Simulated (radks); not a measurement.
The nuclear charge of neutral antimony is varied continuously with 51 electrons held in [Kr] 4d10 5s2 5p3. Calculated with a radial shooting solver on a logarithmic mesh with Libxc functionals: scalar-relativistic Kohn-Sham, r2SCAN, spin-unpolarised, spherical densities, finite nucleus; meta-GGA in the generalised Kohn-Sham scheme; Fermi nuclear charge, rms radius 4.6802 fm. By the Hellmann-Feynman theorem dE/dZ = E(electron-nucleus)/Z, the electronic potential at the nucleus (averaged over a nucleus of fixed radius). The scalar-relativistic energy here is not variational (the density holds large components alone), so the two differ by a part that grows with Z.

| Z | E (hartree) | E(electron-nucleus)/Z (hartree) | HOMO | e(HOMO) (eV) | <r> HOMO (bohr) |
|---|---|---|---|---|---|
| 50.75 | -6405.29201 | -305.287 | 5p | -3.107 | 3.051 |
| 51 | -6482.14172 | -307.382 | 5p | -4.967 | 2.894 |
| 51.25 | -6559.51972 | -309.475 | 5p | -6.987 | 2.764 |
| 51.5 | -6637.42588 | -311.568 | 5p | -9.152 | 2.653 |
| 51.75 | -6715.86019 | -313.661 | 5p | -11.449 | 2.556 |
| 52 | -6794.82279 | -315.755 | 5p | -13.871 | 2.471 |

The central difference of E at Z = 51 is -308.455 hartree, to compare with the third column; the second derivative is -8.45 hartree.
